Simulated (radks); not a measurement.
The numbers below are computed, except where a source is named.
Effect of the nuclear size on the krypton ion Kr+, [Ar] 3d10 4s2 4p5. Code: a radial shooting solver on a logarithmic mesh with Libxc functionals. Model: Dirac Kohn-Sham, PBE, spin-unpolarised, spherical densities, finite nucleus; open shells fill j = l - 1/2 first; Fermi nuclear charge, rms radius 4.1884 fm. The rms radius is varied about that value; shifts are against it.

rms radius (fm)  total energy shift (eV)  density at nucleus (e/bohr^3)  1s1/2 shift (meV)  2s1/2 shift (meV)  3s1/2 shift (meV)  3p1/2 shift (meV)  4s1/2 shift (meV)
3.38                              -0.220                      5.027e+04              -93.1              -9.45              -1.50              0.142             -0.172
3.8617                           -0.0940                      4.974e+04              -39.8              -4.04             -0.642              0.061             -0.073
4.1884                                 0                      4.942e+04              0.000              0.000              0.000              0.000              0.000
4.4397                            0.0770                      4.919e+04               32.7               3.31              0.526             -0.050              0.060
4.9549                             0.248                      4.876e+04                105               10.7               1.69             -0.160              0.194

Slopes of the eigenvalues against <r^2> in GHz/fm^2, as finite differences over the two radii next to the reference (eigenvalue slopes, not the field-shift constants of lines): 1s1/2 3650, 2s1/2 371, 3s1/2 58.8, 3p1/2 -5.58, 4s1/2 6.73.
